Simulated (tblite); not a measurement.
Compound: C2H5O5S2 (charge -1).
Numbering: `[CH3:1][S:2](=[O:3])(=[O:4])[CH2:5][S:6](=[O:7])(=[O:8])[O-:9]` (hydrogens: H10, H11, H12 on C1; H13, H14 on C5)
Bond orders are those of one Lewis drawing.

Computed with GFN2-xTB (tblite), gas phase: Langevin dynamics at 600 K from the optimised GFN2-xTB geometry, time step 0.5 fs, friction 0.01 fs⁻¹, 2000 steps. The instantaneous temperature is 2·E(kin)/(3Nk) with all 3N coordinates.

```tsv
t (fs)	T (K)	E(pot) above start (eV)	C1–S2 (Å)	S2=O3 (Å)	S2=O4 (Å)	S2–C5 (Å)	C5–S6 (Å)	C1–H10 (Å)	C1–S2–C5–S6 (°)
0	465	0.000	1.801	1.447	1.456	1.786	1.838	1.081	-19
25	277	0.587	1.812	1.412	1.482	1.883	1.813	1.091	-25
50	479	0.614	1.813	1.415	1.473	1.773	1.869	1.110	-31
75	378	0.686	1.814	1.457	1.450	1.824	1.754	1.067	-35
100	442	0.382	1.845	1.454	1.464	1.752	1.923	1.061	-42
125	255	0.606	1.807	1.445	1.474	1.806	1.789	1.103	-46
150	307	0.664	1.848	1.457	1.487	1.832	1.948	1.085	-47
175	266	0.734	1.828	1.446	1.452	1.727	1.737	1.077	-43
200	356	0.924	1.881	1.420	1.418	1.758	1.997	1.106	-49
225	501	0.742	1.806	1.433	1.443	1.825	1.804	1.043	-51
250	508	0.771	1.821	1.444	1.498	1.831	1.973	1.064	-44
275	314	0.894	1.827	1.423	1.487	1.758	1.709	1.114	-34
300	359	0.635	1.805	1.425	1.456	1.804	1.923	1.089	-38
325	463	0.724	1.837	1.408	1.457	1.822	1.770	1.027	-42
350	526	0.968	1.847	1.438	1.505	1.823	1.969	1.131	-33
375	420	1.355	1.795	1.419	1.495	1.797	1.768	1.205	-29
400	669	0.962	1.781	1.438	1.438	1.797	2.000	1.083	-37
425	565	1.145	1.815	1.484	1.433	1.816	1.710	1.029	-38
450	521	1.197	1.839	1.495	1.470	1.804	2.029	1.119	-33
475	574	1.059	1.792	1.448	1.497	1.832	1.759	1.093	-22
500	547	1.011	1.868	1.446	1.472	1.781	1.939	1.053	-17
525	485	1.169	1.776	1.400	1.389	1.793	1.742	1.083	-18
550	592	1.128	1.926	1.435	1.410	1.730	1.886	1.089	-22
575	601	0.941	1.832	1.455	1.449	1.930	1.805	1.092	-16
600	604	1.191	1.774	1.435	1.547	1.747	1.928	1.060	-9
625	698	0.910	1.832	1.449	1.509	1.760	1.830	1.103	-32
650	566	1.280	1.820	1.403	1.474	1.773	1.844	1.107	-30
675	574	0.921	1.799	1.428	1.451	1.823	1.936	1.044	-35
700	557	0.939	1.838	1.421	1.472	1.844	1.802	1.114	-26
725	572	1.018	1.787	1.433	1.466	1.729	1.977	1.084	-34
750	720	0.940	1.827	1.475	1.508	1.855	1.897	1.051	-23
775	592	0.748	1.768	1.483	1.471	1.703	1.832	1.114	-10
800	501	0.975	1.842	1.421	1.462	1.860	1.788	1.110	-9
825	382	0.909	1.833	1.407	1.395	1.782	1.940	1.111	-7
850	657	0.537	1.798	1.430	1.402	1.860	1.759	1.021	4
875	410	1.069	1.840	1.518	1.469	1.811	1.839	1.097	16
900	377	1.009	1.773	1.460	1.458	1.831	1.885	1.144	15
925	491	0.728	1.881	1.438	1.446	1.721	1.840	1.082	23
950	596	0.622	1.778	1.438	1.466	1.785	1.871	1.085	32
975	570	0.699	1.833	1.446	1.455	1.820	1.809	1.113	24
1000	470	1.013	1.772	1.413	1.471	1.775	1.904	1.080	30
```

Question: From 500 fs on, how do temperature and potential energy compare with equipartition?

Answer: The mean temperature of these 21 frames is 550 K against the target 600 K, and the mean potential energy 0.94 eV against 36 × kT/2 = 0.93 eV for 36 classical harmonic modes. For 14 atoms in a canonical ensemble the temperature itself scatters by T·√(2/(3N)) = 131 K; here its standard deviation is 90 K. The whole run lasts only 10 friction times of 100 fs, so these averages carry a wide statistical error.

Question: What are the kinetic and total energies of the listed frame with the highest potential energy?

Answer: The one at 375 fs, 1.355 eV above the start. Its kinetic energy is 3NkT/2 = 0.761 eV at 420 K, so the sum is 2.12 eV; over the listed frames the sum runs from 0.84 to 2.31 eV, since the thermostat adds and removes energy.

Question: How much do the listed bonds fluctuate from 500 fs on?

Answer: 
| bond | at the start (Å) | mean (Å) | standard deviation (Å) |
| --- | --- | --- | --- |
| C1–S2 | 1.801 | 1.819 | 0.040 |
| S2=O3 | 1.447 | 1.440 | 0.027 |
| S2=O4 | 1.456 | 1.459 | 0.037 |
| S2–C5 | 1.786 | 1.796 | 0.055 |
| C5–S6 | 1.838 | 1.860 | 0.063 |
| C1–H10 | 1.081 | 1.088 | 0.028 |

The motion is classical and holds no zero-point motion.

The cost below is that of the whole dynamics run. Hardware: one thread of an Intel Xeon Platinum 8488C, no GPU (shared host). Cost: 12 s wall, 0.18 GiB resident at most.
